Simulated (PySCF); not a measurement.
A PySCF script (with the pyscf-properties extension) for the NMR shieldings of `C[Si](C)(C)[O][Al]1[CH2]CC[CH2]1`, C7H17AlOSi, on a PBE0-D3(BJ)/def2-SVP geometry:

```python
import basis_set_exchange as bse
import numpy as np
from pyscf import gto, dft
from pyscf.prop import nmr

atoms = """
C    -2.998296   -0.301943   -1.572281
Si   -2.268679   -0.294430    0.155845
C    -2.582547   -1.941085    0.998199
C    -3.002863    1.103856    1.168711
O    -0.629147   -0.055806    0.039130
Al    1.047569    0.160002   -0.070187
C     2.140006    1.128998   -1.380417
C     3.489932    1.124821   -0.637613
C     3.701344   -0.188888    0.140757
C     2.507376   -0.493269    1.065960
H    -4.089712   -0.450633   -1.546740
H    -2.798803    0.651972   -2.085555
H    -2.561257   -1.110266   -2.179859
H    -2.151594   -1.953361    2.011716
H    -3.661675   -2.145937    1.086103
H    -2.127927   -2.766828    0.428140
H    -4.095682    0.999074    1.261997
H    -2.577258    1.117807    2.184605
H    -2.795984    2.079171    0.700381
H     1.815243    2.138657   -1.674997
H     2.215997    0.543973   -2.316747
H     4.341865    1.299304   -1.317492
H     3.507090    1.960220    0.087253
H     4.657433   -0.148819    0.690982
H     3.810064   -1.009935   -0.592549
H     2.472999   -1.544642    1.390386
H     2.573702    0.113552    1.988925
"""
names = dict.fromkeys(["C", "Si", "O", "Al", "H"], "pcSseg-1")
basis = {el: gto.basis.parse(bse.get_basis(n, elements=[el], fmt="nwchem")) for el, n in names.items()}
mol = gto.M(atom=atoms, basis=basis, charge=0, verbose=0)
mf = dft.RKS(mol, xc="B3LYP")
mf.grids.level = 2
mf.grids.alignment = dft.numint.BLKSIZE   # the property module wants whole blocks of grid points
mf.conv_tol = 1e-9
mf.kernel()

calc = nmr.RKS(mf)   # GIAO
C = mf.mo_coeff
Co = C[:, mf.mo_occ > 0]
resp = mf.gen_response(singlet=True, hermi=2)
def vind(x):   # induced exchange potential for any number of trial vectors
    d = np.einsum("pi,xij,qj->xpq", C, 2 * x.reshape(-1, C.shape[1], Co.shape[1]), Co, optimize=True)
    return np.einsum("xpq,pi,qj->xij", resp(d - d.transpose(0, 2, 1)), C, Co, optimize=True).ravel()
mo1, _ = nmr.rhf.solve_mo1(calc, with_cphf=vind)
sigma = calc.kernel(mo1)
for i, s in enumerate(sigma):   # ppm
    print("%2d %-2s %9.2f" % (i, mol.atom_pure_symbol(i), np.trace(s) / 3))
```

Problem. Give the expected output.

Solution. 
```
 0 C     176.71
 1 Si    328.73
 2 C     176.68
 3 C     176.47
 4 O     228.15
 5 Al    342.33
 6 C     175.47
 7 C     149.14
 8 C     149.11
 9 C     175.42
10 H      31.50
11 H      31.11
12 H      31.20
13 H      31.11
14 H      31.48
15 H      31.19
16 H      31.47
17 H      31.18
18 H      31.16
19 H      31.25
20 H      31.70
21 H      29.28
22 H      30.51
23 H      29.28
24 H      30.51
25 H      31.26
26 H      31.71
```

These numbers come from an equivalent density-fitted implementation of the same equations, which agrees with the script to about 0.01 ppm for H and up to a few tenths of a ppm for heavy atoms, so last digits may differ.

Size and cost of the density-fitted run: 269 basis functions, 2.3 min wall time on 1 thread of an Arm Neoverse N1, shared host; peak memory 1.4 GiB.
